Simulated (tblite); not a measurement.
Compound: C6H14FGaO.
Atom-mapped SMILES: `[CH3:1][C@@H:2]1[CH2:3][C@@H:4]([F:5])[O+:6]([GaH3-:7])[C@H:8]1[CH3:9]` (hydrogens: H10, H11, H12 on C1; H13 on C2; H14, H15 on C3; H16 on C4; H17, H18, H19 on Ga7; H20 on C8; H21, H22, H23 on C9)

Computed with GFN2-xTB (tblite), gas phase: L-BFGS steps from a force-field or distance-geometry start until the largest atomic force falls under 0.01 eV/Å.

Geometry at step 5:
```
atom  x, y, z in Å
C1     -2.4290    0.1445    0.5505
C2     -1.2949   -0.0278   -0.4482
C3     -0.9123   -1.5082   -0.5737
C4      0.3705   -1.5026    0.2499
F5      1.1900   -2.5568    0.0738
O6      1.0191   -0.3224   -0.1511
Ga7     3.0515   -0.0438    0.2168
C8     -0.0066    0.6368    0.0927
C9      0.2539    1.9936   -0.5147
H10    -3.3207    0.5241    0.0728
H11    -2.1394    0.8060    1.3643
H12    -2.6552   -0.8236    0.9860
H13    -1.5028    0.4176   -1.4206
H14    -1.6707   -2.1599   -0.1460
H15    -0.6839   -1.8200   -1.5926
H16     0.1793   -1.4272    1.3344
H17     3.1478   -0.9558    1.4112
H18     3.5446   -0.5016   -1.1224
H19     2.9893    1.4618    0.4594
H20    -0.0466    0.7210    1.1802
H21     0.8156    1.8829   -1.4361
H22     0.8106    2.6489    0.1554
H23    -0.7150    2.4394   -0.7317
```

Q: What forces act on the atoms?

A: 
```tsv
atom	Fx (eV/Å)	Fy (eV/Å)	Fz (eV/Å)
C1	-0.205	-0.001	0.084
C2	0.174	0.009	0.107
C3	0.184	-0.078	0.099
C4	0.236	-0.122	0.121
F5	0.266	0.092	-0.288
O6	0.167	0.028	-0.111
Ga7	-0.310	-0.088	-0.072
C8	0.117	0.118	0.053
C9	0.023	0.184	-0.111
H10	-0.176	0.093	0.017
H11	-0.174	0.107	-0.109
H12	-0.226	0.081	0.162
H13	-0.254	-0.120	-0.014
H14	0.088	-0.139	-0.151
H15	0.003	0.044	0.011
H16	-0.143	-0.259	0.056
H17	0.130	-0.226	0.433
H18	0.206	-0.191	-0.456
H19	0.061	0.218	0.108
H20	-0.302	0.186	0.282
H21	0.054	-0.006	-0.147
H22	-0.032	-0.126	-0.063
H23	0.112	0.195	-0.012
```

The largest, 0.54 eV/Å, acts on H18; the rms over all components is 0.167 eV/Å. The forces sum to zero within rounding, as they must for an isolated molecule in no field.

Q: Give the force on H18 in Eh/bohr and in nN.

A: 0.536 eV/Å ÷ 51.422 = 0.01042 Eh/bohr, and 0.536 eV/Å × 1.602 = 0.86 nN.

Q: How far is this geometry from the end of the optimisation?

A: 0.815 eV above it, and 0.813 Å rms away after alignment. The bonds farthest from their final lengths, with half the difference of the two atoms' forces along the bond (positive lengthens):

```
   bond  now (Å)  final (Å)  force along bond (eV/Å)
 O6–Ga7    2.084      2.148                    -0.24
  C4–F5    1.347      1.391                    -0.05
Ga7–H18    1.499      1.542                    +0.27
Ga7–H17    1.506      1.546                    +0.26
Ga7–H19    1.526      1.560                    +0.16
  C4–O6    1.405      1.383                    +0.08
```

The angle farthest from its final value is C4–O6–Ga7, 120.8° against 105.0°.

Of the 6 listed bonds off by 0.010 Å or more, this force points towards the final length in 3.

The cost below is that of the whole relaxation. Hardware: one thread of an Arm Neoverse V2, no GPU, on a shared host. Cost: 1.5 s of wall time.
